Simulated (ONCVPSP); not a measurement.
u(r) = r·R(r): atom against pseudo-atom (rhenium (Re))

Columns: radius, all-electron u(r) and pseudo u(r) of the 5p shell (level -47.01 eV) of rhenium in the configuration [Kr] 4d10 4f14 5s2 5p6 5d5 6s2; PBE, scalar-relativistic, ONCV scheme, ONCVPSP 4.0.1.

```json
{"r (bohr)": "0.120", "all-electron": "0.3227", "pseudo": "0.0331"}
{"r (bohr)": "0.240", "all-electron": "-0.0967", "pseudo": "0.1276"}
{"r (bohr)": "0.360", "all-electron": "-0.5535", "pseudo": "0.2710"}
{"r (bohr)": "0.480", "all-electron": "-0.3198", "pseudo": "0.4438"}
{"r (bohr)": "0.600", "all-electron": "0.1701", "pseudo": "0.6226"}
{"r (bohr)": "0.720", "all-electron": "0.6063", "pseudo": "0.7838"}
{"r (bohr)": "0.840", "all-electron": "0.8919", "pseudo": "0.9077"}
{"r (bohr)": "0.960", "all-electron": "1.0319", "pseudo": "0.9820"}
{"r (bohr)": "1.080", "all-electron": "1.0615", "pseudo": "1.0029"}
{"r (bohr)": "1.200", "all-electron": "1.0191", "pseudo": "0.9753"}
{"r (bohr)": "1.320", "all-electron": "0.9355", "pseudo": "0.9101"}
{"r (bohr)": "1.440", "all-electron": "0.8328", "pseudo": "0.8211"}
{"r (bohr)": "1.560", "all-electron": "0.7253", "pseudo": "0.7211"}
{"r (bohr)": "1.680", "all-electron": "0.6215", "pseudo": "0.6206"}
{"r (bohr)": "1.800", "all-electron": "0.5263", "pseudo": "0.5262"}
{"r (bohr)": "1.920", "all-electron": "0.4415", "pseudo": "0.4415"}
{"r (bohr)": "2.040", "all-electron": "0.3678", "pseudo": "0.3678"}
{"r (bohr)": "2.160", "all-electron": "0.3046", "pseudo": "0.3046"}
{"r (bohr)": "2.280", "all-electron": "0.2512", "pseudo": "0.2512"}
{"r (bohr)": "2.400", "all-electron": "0.2064", "pseudo": "0.2064"}
{"r (bohr)": "2.520", "all-electron": "0.1690", "pseudo": "0.1690"}
{"r (bohr)": "2.640", "all-electron": "0.1381", "pseudo": "0.1381"}
{"r (bohr)": "2.760", "all-electron": "0.1126", "pseudo": "0.1126"}
{"r (bohr)": "2.880", "all-electron": "0.0916", "pseudo": "0.0916"}
{"r (bohr)": "3.000", "all-electron": "0.0744", "pseudo": "0.0744"}
{"r (bohr)": "3.120", "all-electron": "0.0604", "pseudo": "0.0604"}
```

(1) How many radial nodes do the two functions have?

(2) At about which radius was the pseudo-wave matched?

(3) Is the pseudo-wave norm-conserving?

Results:

(1) The all-electron 5p function has n − l − 1 = 3 (the table is too coarse to show those close to the nucleus); the pseudo-wave has 0, since the states of the same l below it are removed with the core.

(2) 1.95 bohr. The columns agree to 0.0005 from 1.80 bohr on; several derivatives are matched, so the curves merge somewhat inside the radius.

(3) Yes: the ONCV scheme keeps the norm inside the radius equal to the all-electron one, which fixes the energy derivative of the logarithmic derivative at the level.
